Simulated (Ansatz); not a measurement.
A run for Ansatz (a program for electronic structure): R-PBE/def2-TZVPPD on H8OSi2 (a complex), monomers drawn apart or pushed together. Files ending in .json are basis or fitting sets from the Basis Set Exchange.

Ansatz 0.2 input:
```yaml
crystal:
  periodic: [false, false, false]
  atoms:
    - {symbol: Si, position_ang: [-0.00624670, 0.15045999, 0.19760348]}
    - {symbol: H, position_ang: [-0.82315555, 1.07555603, 1.01331539]}
    - {symbol: H, position_ang: [1.37651391, 0.65870729, 0.08434713]}
    - {symbol: H, position_ang: [-0.60913515, -0.00417720, -1.14389018]}
    - {symbol: H, position_ang: [0.01719270, -1.17477879, 0.86582093]}
    - {symbol: O, position_ang: [-0.51422374, -1.31073589, 4.64145432]}
    - {symbol: Si, position_ang: [-0.05904847, 0.21576652, 5.07608564]}
    - {symbol: H, position_ang: [-0.64862071, -1.49145645, 3.70711822]}
    - {symbol: H, position_ang: [1.07723134, 0.69363170, 4.24738050]}
    - {symbol: H, position_ang: [0.34838570, 0.13501396, 6.49263746]}
    - {symbol: H, position_ang: [-1.16819969, 1.18957920, 4.92869142]}
basis:
  gaussian:
    orbitals: def2-TZVPPD.json
hamiltonian:
  xc: {name: PBE}
scf: {lower_state_search: off}
```

Output:

```
Functional definition: PBE
[...]
these checks for a lower state are left out or cut short: stability, starts, cluster_reference, orbital_swaps, neighbouring_geometries, increment
integrals: 0.21 GiB planned
1266 factors; their error is unknown
mean field: 1.32 GiB planned
mean field evaluation 1: about -17916.6834 eV, gradient 6.3e1 eV
mean field evaluation 2: about -17882.4136 eV, gradient 1.4e2 eV
mean field evaluation 4: about -17923.5742 eV, gradient 4.4e0 eV
mean field evaluation 8: about -17923.6289 eV, gradient 4.6e-2 eV
mean field evaluation 16: about -17923.5981 eV, gradient 1.1e-5 eV
mean field -17923.59811870 eV, -658.6800818112 hartree, gradient 6.4e-6 eV, S^2 0.000000; 0 other end points of the search recorded, 0 dependent functions left out
reference -17923.59817717 eV, -658.6800839599 hartree; 22, 22 occupied and 250, 250 virtual orbitals, 1266 factors
Total energy: -17923.59817717 eV, -658.6800839599 hartree
Checks for a lower state left out: stability, starts, cluster_reference, orbital_swaps, neighbouring_geometries, increment
```

The run converged.

Cost: about 7 core-seconds (a rough figure).
